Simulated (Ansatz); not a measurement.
Pulling on the Zn1–H2 bond in H2Zn (SMILES [ZnH2]) (multiplicity 1 held, fragments rigid). Energies count from the point at 1.544 Å.
Geometry at that point (charge 0, multiplicity 1):
```xyz
3

Zn     0.0000     0.0000     0.0000
H      0.0000     0.0000     1.5440
H      0.0000     0.0000    -1.5440
```

R- and RO- levels are restricted; in cc, def2 and unpolarised 6-31G sets they are followed outwards from rest. U- levels take the lowest unrestricted solution at each point, which mixes spins at long bonds. Active spaces are followed from a long bond inwards. Curves can end on different states.

Cores are frozen in the correlated methods.

Run with Ansatz (Gaussian basis) for Hartree–Fock, density functionals and correlated methods. 

Energies in kcal/mol.

```tsv
R (Å)	U-MP2/def2-SVP	R-SCS-MP2/def2-SVP	R-CCSD(T)/def2-SVP	U-CCSD(T)/def2-SVP	CASSCF(2,2)/def2-SVP	FIC-MRCISD+Q on CASSCF(2,2)/def2-SVP
1.235	22.3	23.2	23.5	23.5	29.1	23.7
1.390	4.2	4.6	4.8	4.8	7.3	4.9
1.544	0.0	0.0	0.0	0.0	0.0	0.0
1.698	3.2	3.0	2.6	2.6	0.5	2.5
1.853	10.4	9.9	9.0	9.0	5.3	8.9
2.084	24.4	23.7	21.7	21.7	15.9	21.6
2.316	41.3	38.6	34.9	35.0	27.8	34.8
2.702	63.9	61.8	53.9	54.7	45.7	53.9
3.088	72.5	80.7	66.7	68.6	58.7	67.1
3.551	76.2	97.2	73.6	77.0	67.4	75.5
4.169	77.6	108.7	73.6	79.4	71.6	79.4
4.941	77.9	108.8	70.5	79.8	72.6	80.3
```

Doubts at one or more of the structures used: a spin-contaminated determinant (U-MP2/def2-SVP, U-CCSD(T)/def2-SVP); a restricted determinant that unrestricted orbitals would lower (R-SCS-MP2/def2-SVP, R-CCSD(T)/def2-SVP); other coupled-cluster roots lie near (R-CCSD(T)/def2-SVP); T1 above 0.05 (R-CCSD(T)/def2-SVP, U-CCSD(T)/def2-SVP).

Ansatz is a program for electronic structure.
